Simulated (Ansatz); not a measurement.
`N[SiH2]C[SiH3]` and `N[SiH2]CS` differ in one atom or group.

Ansatz, PBE0-D4/def2-TZVP geometries, multiplicity 1. Each molecule was computed in one conformer, which needn't be the lowest.

```tsv
property	`N[SiH2]C[SiH3]`
HOMO energy (PBE0/def2-TZVPP) / eV	-7.37
size of the dipole moment (PBE/def2-TZVPP) / D	1.89
LUMO energy (PBE/def2-TZVPP) / eV	-0.39
ideal-gas entropy at 298 K and 1 bar (rigid rotor, harmonic PBE0-D4/def2-TZVP) / J/(mol·K)	364
size of the dipole moment (B3LYP/def2-TZVPP) / D	1.83
HOMO–LUMO gap (PBE0/def2-TZVPP) / eV	7.81
```

Task: What does the change do to each property? (Best estimate.)

Result: Ansatz gave: 
```json
{"property": "HOMO energy (PBE0/def2-TZVPP) / eV", "`N[SiH2]CS`": "-6.54", "shift": "0.83"}
{"property": "size of the dipole moment (PBE/def2-TZVPP) / D", "`N[SiH2]CS`": "2.29", "shift": "0.40"}
{"property": "LUMO energy (PBE/def2-TZVPP) / eV", "`N[SiH2]CS`": "-0.49", "shift": "-0.10"}
{"property": "ideal-gas entropy at 298 K and 1 bar (rigid rotor, harmonic PBE0-D4/def2-TZVP) / J/(mol·K)", "`N[SiH2]CS`": "341", "shift": "-23"}
{"property": "size of the dipole moment (B3LYP/def2-TZVPP) / D", "`N[SiH2]CS`": "2.29", "shift": "0.46"}
{"property": "HOMO–LUMO gap (PBE0/def2-TZVPP) / eV", "`N[SiH2]CS`": "6.90", "shift": "-0.91"}
```

With PBE0 the HOMO rises by 0.83 eV and the LUMO falls by 0.09 eV, so the gap narrows by about 0.92 eV. PBE moves the HOMO by 0.66 eV and ωB97M-V by 0.95 eV. The zero-point energy changes by -38.9 kJ/mol with -6 modes. Dipoles are sizes alone; their direction can turn. Modes under 60 cm⁻¹, often nearly free rotors, make the harmonic entropy too high.

Positive LUMOs are unbound, so they and the gaps depend on the basis.

B3LYP here is the variant with VWN-RPA as its local correlation; programs differ in this.
